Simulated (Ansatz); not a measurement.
Clusters of 3 atoms, oxide: PBE0-D4/def2-SVP single points in Ansatz on relaxed structures, gas phase. Each cluster is the lowest isomer that a short search found in that spin, judged at the geometry's level, and lower ones may exist. Core potentials for Ag, Au, Hf, Ir, Pt, Ta, no spin–orbit coupling. HOMO and LUMO are taken over both spins. Binding counts from free atoms in the multiplicity of their measured ground term, without zero-point energy. Singlets are spin-restricted. A dash marks a value that wasn't run or was left out as unsound. The structures are stationary points that may keep the symmetry of their start. Remarks come from the PBE and PBE0 runs and from stability tests at other levels; not every state was tested.

```
species  atoms    state             geometry  HOMO (eV)  LUMO (eV)  gap (eV)  binding per atom (eV)  point group (within 0.1 Å)
   Au2O      3  singlet  r2SCAN-D4/def2-TZVP      -6.95      -3.32      3.64                   1.26                         C2v
  Ag2O⁺      3  doublet  r2SCAN-D4/def2-TZVP     -12.37      -8.23      4.14                      –                         C2v
   TaO2      3  doublet    PBE0-D4/def2-TZVP      -6.58      -3.39      3.19                   4.89                         C2v
   Li2O      3  singlet  r2SCAN-D4/def2-TZVP      -4.11      -0.48      3.63                   2.37                         D∞h
   HfO2      3  singlet   B3LYP-D4/def2-TZVP      -6.63      -3.35      3.28                   4.48                         C2v
   IrO2      3  doublet    PBE0-D4/def2-TZVP      -8.58      -5.50      3.08                   3.23                         C2v
```

(1) Estimate the rows for Cu2O⁺ (doublet, r2SCAN-D4/def2-TZVP geometry); PtO2 (singlet, PBE-D4/def2-TZVP geometry).

(1) 
```tsv
species	atoms	state	geometry	HOMO (eV)	LUMO (eV)	gap (eV)	binding per atom (eV)	point group (within 0.1 Å)	remarks
Cu2O⁺	3	doublet	r2SCAN-D4/def2-TZVP	-12.04	-8.67	3.37	–	C2v	–
PtO2	3	singlet	PBE-D4/def2-TZVP	-9.01	-5.28	3.73	2.59	D∞h	restricted SCF unstable
```

The gap (eV) runs from 3.08 (IrO2) to 4.14 (Ag2O⁺).
